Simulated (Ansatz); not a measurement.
A further run on the cluster ZnCu2⁻.

```yaml
crystal:
  periodic: [false, false, false]
  atoms:
    - {symbol: Cu, position_ang: [0.478882, 0.463828, -1.204970]}
    - {symbol: Cu, position_ang: [-0.496591, 1.002770, 0.814271]}
    - {symbol: Zn, position_ang: [0.017709, -1.466609, 0.390689]}
basis:
  gaussian: {orbitals: pcseg-2}
total_charge: -1
magnetization: {spin_polarized: false, initial_magnetization: 1}
hamiltonian: {xc: {name: revPBE0}, dispersion: d4}
scf: {omitted_lower_state_checks: [starts]}
output: {forces: true}
```

```sh
$ ansatz run in.yaml --threads 4 --pin off --events-out ev --progress --plain --max-ram 3916MiB
```

It prints (some lines left out):

```
Functional definition: revPBE0
1374 factors; integrals over basis functions are off by at most 1.2e-3 eV
mean field evaluation 1: about -137681.9260 eV, gradient 1.2e2 eV
mean field evaluation 2: about -137682.1783 eV, gradient 1.1e2 eV
mean field evaluation 4: about -137693.5643 eV, gradient 1.6e1 eV
mean field evaluation 8: about -137693.9417 eV, gradient 1.1e0 eV
mean field evaluation 16: about -137693.9523 eV, gradient 5.8e-3 eV
mean field -137693.95232444 eV, -5060.1594156102 hartree, gradient 1.3e-5 eV, S^2 0.750000; 0 other end points of the search recorded, 0 dependent functions left out
reference -137693.95235077 eV, -5060.1594165779 hartree; 45, 44 occupied and 123, 124 virtual orbitals, 1374 factors
Total energy: -137694.16214997 eV, -5060.1671265561 hartree
Atom 0 at     0.478882     0.463828    -1.204970 Å, force     0.201301     0.132131    -0.488081 eV/Å
Atom 1 at    -0.496591     1.002770     0.814271 Å, force    -0.203185     0.338472     0.354237 eV/Å
Atom 2 at     0.017709    -1.466609     0.390689 Å, force     0.001884    -0.470604     0.133845 eV/Å
Dipole moment:     0.001487    -0.079552     0.020018 e Å
Checks for a lower state left out: starts
```

Run time 6.5 s (4 threads of Arm Neoverse V2 on a shared host), peak host memory 0.59 GiB.

The highest occupied level of an anion often lies above zero with these methods, and sets without diffuse functions describe the outer electron poorly.

With spin_polarized false and unpaired electrons the run is restricted open-shell.

The dipole of an ion depends on the origin.
